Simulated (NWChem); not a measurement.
System: hydrogen bromide (HBr); SMILES Br

Results from NWChem. This build's default masses of Se (78.918 u) and Br (79.917 u) are each other's, which moves their modes by up to 0.6 %. Each level has its own optimisation; frequencies are unscaled.

| level | basis functions | r Br–H (Å) | highest harmonic frequency (cm⁻¹) | zero-point energy (kcal/mol) | dipole (D) | relative time |
|---|---|---|---|---|---|---|
| Hartree-Fock/cc-pVDZ | 32 | 1.412 | 2811 | 4.0 | 1.12 | 1 |
| Hartree-Fock/aug-cc-pVDZ | 45 | 1.412 | 2802 | 4.0 | 0.99 | 2 |
| Hartree-Fock/cc-pVTZ | 57 | 1.408 | 2794 | 4.0 | 1.01 | 4 |
| Hartree-Fock/aug-cc-pVTZ | 82 | 1.408 | 2793 | 4.0 | 0.95 | 10 |

The last column is a rough cost ratio, cheapest run = 1.
